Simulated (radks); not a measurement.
The numbers below are computed, except where a source is named.
Task: Radial electron density D(r) = 4 pi r^2 rho(r) of an atom or ion with 48 electrons. Level of theory: Dirac Kohn-Sham, BLYP, spin-unpolarised, spherical densities, finite nucleus; Fermi nuclear charge, rms radius of each element as measured or else 0.836 A^(1/3) + 0.57 fm (a radial shooting solver on a logarithmic mesh with Libxc functionals).

r (bohr),D(r) (e/bohr)
0.003482,13.38
0.004644,20.29
0.006145,29.28
0.00813,40.25
0.01076,51.93
0.01423,61.81
0.01898,66.72
0.02512,64.77
0.03324,59.36
0.04397,58.78
0.05818,68.95
0.0776,82.61
0.1027,81.26
0.1359,65.20
0.1798,59.43
0.2398,69.28
0.3172,60.95
0.4197,33.09
0.5554,21.58
0.7348,24.23
0.9801,17.55
1.297,8.034
1.716,4.050
2.27,2.316
3.004,0.8115
4.006,0.1195
5.301,0.006308

What is the nuclear charge?

Result: Z = 51. The innermost maximum, from 1s, lies near gamma/Z bohr with gamma = sqrt(1 - (Z/c)^2) = 0.928, here 0.0182 bohr (found: 0.0201), and its height grows with Z. The density is that of the antimony ion Sb3+ in [Kr] 4d8 5s1 5p3; the configuration itself is not fixed sharply by these data, and Z only to a few units. D(r) has 4 maxima, at r = 0.0201, 0.0875, 0.256, 0.729 bohr, and minima at 0.0393, 0.169, 0.551 bohr, inside which lie 2.04, 11.21, 29.01 electrons.
